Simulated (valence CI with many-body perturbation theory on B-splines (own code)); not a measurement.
## Ho LXIII: calculated level list

Level of theory: configuration interaction combined with many-body perturbation theory (CI+MBPT): three valence electrons over a frozen Dirac-Fock core [He], a basis of 11 s, 11 p, 10 d, 8 f, 5 g, 2 h functions for each j, with the one-electron correlation potential Σ1, the two-electron term Σ2, the three-electron term Σ3, Breit, model QED; selected CI, second order for the rest, scaled by the run's own slope (own B-spline code, finite nucleus).

The last digits are not significant, and no measured levels were compared; by estimate large intervals hold to a few tenths of a per cent, small ones and those within an open d or f shell to about a per cent.

Levels 46 to 90 of 165, with energies above the lowest level, (2s^2 2p1/2) J=1/2. "Leading %" is the weight of the configuration and term that name the level; weights of strongly mixed levels are sums over their largest components and can fall short. In the jj column 3d3/2^4 stands for four electrons in 3d with j = 3/2. Lifetimes count E1, E2, E3, M1 and M2 decay at the calculated energies, and are blank where another channel may lead or the interval is too uncertain; long ones can be off by a factor of two.

| No. | Configuration | Term | J | E (Ry) | Leading % | Lifetime | g | Leading jj |
| --- | --- | --- | --- | --- | --- | --- | --- | --- |
| 46 | 2s.2p.3p | 4P | 3/2 | 706.72 | 46 | 8.98 fs | 1.627 | 2s 2p3/2 3p1/2 (100 %) |
| 47 | 2s.2p.3p | 2D | 5/2 | 706.88 | 44 | 3.52 fs | 1.311 | 2s 2p3/2 3p1/2 (100 %) |
| 48 | 2s.2p.3s | 2P° | 1/2 | 706.94 | 90 | 4.24 fs | 0.823 | 2s 2p3/2 3s (99 %) |
| 49 | 2s.2p.3s | 2P° | 3/2 | 707.34 | 82 | 8.68 fs | 1.378 | 2s 2p3/2 3s (99 %) |
| 50 | 2s.2p.3p | 2P | 1/2 | 712.58 | 49 | 3.60 fs | 1.249 | 2s 2p3/2 3p1/2 (98 %) |
| 51 | 2s.2p.3p | 2D | 3/2 | 712.68 | 62 | 5.27 fs | 0.969 | 2s 2p3/2 3p1/2 (99 %) |
| 52 | 2p2.3s | 4P | 3/2 | 718.68 | 85 | 9.87 fs | 1.646 | 2p1/2 2p3/2 3s (98 %) |
| 53 | 2p2.3s | 2P | 1/2 | 719.30 | 64 | 5.00 fs | 1.295 | 2p1/2 2p3/2 3s (96 %) |
| 54 | 2p2.3s | 2D | 5/2 | 719.89 | 63 | 8.91 fs | 1.313 | 2p1/2 2p3/2 3s (97 %) |
| 55 | 2p2.3s | 2D | 3/2 | 720.50 | 63 | 5.30 fs | 0.975 | 2p1/2 2p3/2 3s (98 %) |
| 56 | 2p2.3p | 4P° | 1/2 | 722.88 | 48 | 1.73 fs | 1.736 | 2p1/2 2p3/2 3p1/2 (99 %) |
| 57 | 2p2.3p | 4D° | 3/2 | 723.31 | 55 | 1.69 fs | 1.131 | 2p1/2 2p3/2 3p1/2 (98 %) |
| 58 | 2p2.3p | 2F° | 5/2 | 724.26 | 49 | 1.69 fs | 1.050 | 2p1/2 2p3/2 3p1/2 (98 %) |
| 59 | 2s.2p.3p | 4D | 7/2 | 725.56 | 100 | 438 fs | 1.405 | 2s 2p3/2 3p3/2 (100 %) |
| 60 | 2s.2p.3p | 2P | 3/2 | 726.43 | 53 | 3.95 fs | 1.478 | 2s 2p3/2 3p3/2 (97 %) |
| 61 | 2p2.3p | 2P° | 3/2 | 727.22 | 43 | 2.22 fs | 1.311 | 2p1/2 2p3/2 3p1/2 (99 %) |
| 62 | 2s.2p.3p | 4P | 5/2 | 727.68 | 52 | 4.23 fs | 1.391 | 2s 2p3/2 3p3/2 (98 %) |
| 63 | 2s.2p.3p | 2S | 1/2 | 728.05 | 48 | 2.21 fs | 1.378 | 2s 2p3/2 3p3/2 (97 %) |
| 64 | 2s.2p.3d | 4D° | 5/2 | 730.39 | 45 | 972 as | 1.222 | 2s 2p3/2 3d3/2 (98 %) |
| 65 | 2s.2p.3d | 4D° | 3/2 | 730.79 | 42 | 908 as | 1.324 | 2s 2p3/2 3d3/2 (98 %) |
| 66 | 2s.2p.3d | 4F° | 7/2 | 730.89 | 47 | 1.00 fs | 1.215 | 2s 2p3/2 3d3/2 (95 %) |
| 67 | 2s.2p.3d | 4P° | 1/2 | 731.07 | 83 | 1.03 fs | 2.187 | 2s 2p3/2 3d3/2 (98 %) |
| 68 | 2s.2p.3p | 2D | 5/2 | 732.08 | 73 | 5.07 fs | 1.252 | 2s 2p3/2 3p3/2 (99 %) |
| 69 | 2s.2p.3p | 2P | 3/2 | 733.28 | 58 | 5.48 fs | 1.221 | 2s 2p3/2 3p3/2 (99 %) |
| 70 | 2s.2p.3p | 2S | 1/2 | 733.54 | 61 | 87.7 fs | 1.723 | 2s 2p3/2 3p3/2 (99 %) |
| 71 | 2s.2p.3d | 4F° | 9/2 | 734.62 | 100 | 12.2 ps | 1.313 | 2s 2p3/2 3d5/2 (100 %) |
| 72 | 2s.2p.3d | 2D° | 3/2 | 735.62 | 58 | 1.15 fs | 0.987 | 2s 2p3/2 3d3/2 (61 %) |
| 73 | 2s.2p.3d | 2D° | 5/2 | 736.24 | 49 | 1.31 fs | 1.259 | 2s 2p3/2 3d5/2 (89 %) |
| 74 | 2s.2p.3d | 2F° | 5/2 | 736.71 | 64 | 843 as | 0.976 | 2s 2p3/2 3d3/2 (89 %) |
| 75 | 2s.2p.3d | 2F° | 7/2 | 736.87 | 50 | 674 as | 1.257 | 2s 2p3/2 3d5/2 (94 %) |
| 76 | 2s.2p.3d | 2P° | 1/2 | 737.11 | 65 | 748 as | 0.612 | 2s 2p3/2 3d3/2 (88 %) |
| 77 | 2s.2p.3d | 2D° | 3/2 | 738.00 | 47 | 834 as | 1.076 | 2s 2p3/2 3d5/2 (61 %) |
| 78 | 2s.2p.3d | 2P° | 1/2 | 738.62 | 93 | 1.02 fs | 0.740 | 2s 2p3/2 3d5/2 (86 %) |
| 79 | 2s.2p.3d | 2F° | 7/2 | 741.29 | 72 | 2.69 fs | 1.176 | 2s 2p3/2 3d5/2 (95 %) |
| 80 | 2s.2p.3d | 2D° | 5/2 | 742.44 | 58 | 698 as | 1.158 | 2s 2p3/2 3d5/2 (91 %) |
| 81 | 2s.2p.3d | 2P° | 3/2 | 742.69 | 72 | 949 as | 1.270 | 2s 2p3/2 3d5/2 (98 %) |
| 82 | 2p2.3p | 4D° | 5/2 | 743.42 | 47 | 2.50 fs | 1.393 | 2p1/2 2p3/2 3p3/2 (93 %) |
| 83 | 2p2.3p | 2P° | 1/2 | 743.76 | 36 | 3.11 fs | 1.571 | 2p1/2 2p3/2 3p3/2 (98 %) |
| 84 | 2p2.3p | 2D° | 3/2 | 744.23 | 51 | 3.03 fs | 1.133 | 2p1/2 2p3/2 3p3/2 (97 %) |
| 85 | 2p2.3p | 2F° | 7/2 | 744.76 | 61 | 3.61 fs | 1.217 | 2p1/2 2p3/2 3p3/2 (95 %) |
| 86 | 2p2.3p | 2P° | 3/2 | 745.78 | 32 | 3.13 fs | 1.406 | 2p1/2 2p3/2 3p3/2 (100 %) |
| 87 | 2p2.3p | 2D° | 5/2 | 746.58 | 64 | 2.98 fs | 1.173 | 2p1/2 2p3/2 3p3/2 (97 %) |
| 88 | 2p2.3d | 4F | 3/2 | 747.25 | 43 | 2.91 fs | 0.922 | 2p1/2 2p3/2 3d3/2 (100 %) |
| 89 | 2p2.3d | 4F | 5/2 | 747.34 | 53 | 7.63 fs | 0.957 | 2p1/2 2p3/2 3d3/2 (99 %) |
| 90 | 2p2.3d | 4D | 1/2 | 747.65 | 79 | 5.48 fs | 0.240 | 2p1/2 2p3/2 3d3/2 (100 %) |
